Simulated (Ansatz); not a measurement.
## Nudged elastic band run: Ba₁₆O

Input:

```yaml
crystal:
  lattice:
    - [10.04, 0.0, 0.0]
    - [0.0, 10.04, 0.0]
    - [0.0, 0.0, 10.04]
  atoms:
    - { symbol: Ba, position: [-0.0001596, -0.00657554, -0.00695123] }
    - { symbol: Ba, position: [0.49980867, -0.01033323, 0.01437919] }
    - { symbol: Ba, position: [-0.00015785, 0.50737652, -0.00717161] }
    - { symbol: Ba, position: [-0.00023899, 0.00446211, 0.50242126] }
    - { symbol: Ba, position: [0.23928719, 0.25042647, 0.23575188] }
    - { symbol: Ba, position: [0.49980488, 0.51102344, 0.01417036] }
    - { symbol: Ba, position: [0.49986487, 0.03047136, 0.50456976] }
    - { symbol: Ba, position: [0.76039518, 0.25042407, 0.2356629] }
    - { symbol: Ba, position: [-0.00024349, 0.49626667, 0.50260148] }
    - { symbol: Ba, position: [0.24294859, 0.75034898, 0.25730072] }
    - { symbol: Ba, position: [0.27962994, 0.25031154, 0.7456597] }
    - { symbol: Ba, position: [0.49985851, 0.47055877, 0.50465671] }
    - { symbol: Ba, position: [0.75669179, 0.75035015, 0.2572072] }
    - { symbol: Ba, position: [0.71991409, 0.25030439, 0.74569817] }
    - { symbol: Ba, position: [0.25387224, 0.75054525, 0.74752907] }
    - { symbol: Ba, position: [0.74579695, 0.75053931, 0.74760287] }
    - { symbol: O, position: [0.49975182, 0.25052683, 0.62528918] }
basis:
  ecutwfc: 420.0
kpoints:
  mp_grid: { grid: [2, 2, 2] }
hamiltonian:
  xc: pbe
scf:
  occupations: { method: gaussian, width: 0.1 }
  lower_state_search: "off"
neb:
  images: 5
  f_tol: 0.05
  initial_path: linear
  max_iterations: 37
  optimiser: fire
  spring: { min: 2.0, max: 10.0 }
  final_atoms:
    - { symbol: Ba, position: [-0.00028313, 0.00378171, -0.00520274] }
    - { symbol: Ba, position: [0.49971908, 0.00294384, -0.03120779] }
    - { symbol: Ba, position: [-0.00027683, 0.49123859, 0.00732378] }
    - { symbol: Ba, position: [-0.00028322, 0.00378565, 0.50462249] }
    - { symbol: Ba, position: [0.25465276, 0.24586417, 0.24970824] }
    - { symbol: Ba, position: [0.49970989, 0.51508316, 0.01124968] }
    - { symbol: Ba, position: [0.49971787, 0.00295829, 0.53061495] }
    - { symbol: Ba, position: [0.7447774, 0.24586599, 0.24970866] }
    - { symbol: Ba, position: [-0.00027648, 0.4912331, 0.49209668] }
    - { symbol: Ba, position: [0.24206043, 0.75834146, 0.24971627] }
    - { symbol: Ba, position: [0.28064435, 0.24659973, 0.74971483] }
    - { symbol: Ba, position: [0.49970951, 0.51507363, 0.48816981] }
    - { symbol: Ba, position: [0.7573707, 0.7583386, 0.24971613] }
    - { symbol: Ba, position: [0.71877356, 0.24660533, 0.74971493] }
    - { symbol: Ba, position: [0.23814364, 0.73457673, 0.74970116] }
    - { symbol: Ba, position: [0.76130255, 0.73456798, 0.74970122] }
    - { symbol: O, position: [0.49971574, 0.12472426, 0.74971352] }
  order_check: true
```

Run as:

```bash
$ ansatz run input.yaml --threads 4 --pin off --max-ram 10240MiB --backend cpu --events-out ev --progress --plain --runs-dir out
```

Output, in part (warnings, iteration lines):

```
NEB end point (image 0): max|allowed force component| = 1.273e-2 eV/Å (the criterion of neb.relax_end_points is 1.000e-2)
NEB end point (image 6): max|allowed force component| = 8.972e-3 eV/Å (the criterion of neb.relax_end_points is 1.000e-2)
NEB iter   1: max|band force component| = 7.714e-1 eV/Å  barrier→ = 0.2406 eV  barrier← = 0.2415 eV  Δτ_max = 0.0144 Å  (56 SCF iters)
NEB iter   2: max|band force component| = 6.265e-1 eV/Å  barrier→ = 0.2369 eV  barrier← = 0.2377 eV  Δτ_max = 0.0260 Å  (32 SCF iters)
NEB iter   3: max|band force component| = 3.616e-1 eV/Å  barrier→ = 0.2312 eV  barrier← = 0.2320 eV  CI = image 3  Δτ_max = 0.0319 Å  (34 SCF iters)
NEB iter   4: max|band force component| = 2.217e-1 eV/Å  barrier→ = 0.2264 eV  barrier← = 0.2272 eV  CI = image 3  Δτ_max = 0.0292 Å  (34 SCF iters)
NEB iter   5: max|band force component| = 2.464e-1 eV/Å  barrier→ = 0.2244 eV  barrier← = 0.2253 eV  CI = image 3  Δτ_max = 0.0011 Å  (35 SCF iters)
NEB iter   6: max|band force component| = 2.259e-1 eV/Å  barrier→ = 0.2244 eV  barrier← = 0.2252 eV  CI = image 3  Δτ_max = 0.0022 Å  (19 SCF iters)
NEB iter   7: max|band force component| = 1.870e-1 eV/Å  barrier→ = 0.2243 eV  barrier← = 0.2251 eV  CI = image 3  Δτ_max = 0.0030 Å  (22 SCF iters)
NEB iter   8: max|band force component| = 1.507e-1 eV/Å  barrier→ = 0.2242 eV  barrier← = 0.2250 eV  CI = image 3  Δτ_max = 0.0036 Å  (22 SCF iters)
NEB iter   9: max|band force component| = 1.200e-1 eV/Å  barrier→ = 0.2240 eV  barrier← = 0.2248 eV  CI = image 3  Δτ_max = 0.0037 Å  (24 SCF iters)
NEB iter  10: max|band force component| = 8.917e-2 eV/Å  barrier→ = 0.2238 eV  barrier← = 0.2246 eV  CI = image 3  Δτ_max = 0.0040 Å  (24 SCF iters)
NEB iter  11: max|band force component| = 9.522e-2 eV/Å  barrier→ = 0.2235 eV  barrier← = 0.2243 eV  CI = image 3  Δτ_max = 0.0046 Å  (24 SCF iters)
NEB iter  12: max|band force component| = 1.020e-1 eV/Å  barrier→ = 0.2232 eV  barrier← = 0.2240 eV  CI = image 3  Δτ_max = 0.0051 Å  (24 SCF iters)
NEB iter  13: max|band force component| = 1.144e-1 eV/Å  barrier→ = 0.2228 eV  barrier← = 0.2236 eV  CI = image 3  Δτ_max = 0.0057 Å  (25 SCF iters)
NEB iter  14: max|band force component| = 1.006e-1 eV/Å  barrier→ = 0.2224 eV  barrier← = 0.2232 eV  CI = image 3  Δτ_max = 0.0063 Å  (25 SCF iters)
NEB iter  15: max|band force component| = 6.331e-2 eV/Å  barrier→ = 0.2219 eV  barrier← = 0.2227 eV  CI = image 3  Δτ_max = 0.0074 Å  (27 SCF iters)
NEB iter  16: max|band force component| = 1.023e-1 eV/Å  barrier→ = 0.2212 eV  barrier← = 0.2221 eV  CI = image 3  Δτ_max = 0.0089 Å  (29 SCF iters)
NEB iter  17: max|band force component| = 1.151e-1 eV/Å  barrier→ = 0.2205 eV  barrier← = 0.2213 eV  CI = image 3  Δτ_max = 0.0107 Å  (29 SCF iters)
NEB iter  18: max|band force component| = 7.584e-2 eV/Å  barrier→ = 0.2197 eV  barrier← = 0.2206 eV  CI = image 3  Δτ_max = 0.0125 Å  (30 SCF iters)
NEB iter  19: max|band force component| = 4.771e-2 eV/Å  barrier→ = 0.2188 eV  barrier← = 0.2197 eV  CI = image 3  Δτ_max = 0.0000 Å  (217 SCF iters)
```

The forces met the threshold. By the program's own check the climbing image is a first-order saddle point (lowest curvatures found: -0.79 and 0.26 eV/Å²). Limits of this set-up: coarse k mesh, a small cell, in which the defect meets its images, a typed lattice constant that wasn't relaxed here.

Final band (atoms are numbered from 1 in the order of the input):

```
image  path coordinate (Å)  energy (eV)  Ba12–O17 (Å)  Ba2–O17 (Å)
    0                 0.00        0.000          2.52         4.70
    1                 0.46        0.103          2.90         4.18
    2                 0.75        0.192          3.26         3.87
    3                 1.01        0.219          3.58         3.57
    4                 1.27        0.191          3.87         3.25
    5                 1.57        0.100          4.19         2.89
    6                 2.03       -0.001          4.72         2.52
```

The run took 38 min on 4 threads of Arm Neoverse V1, on a shared host, peak memory 6.3 GiB.
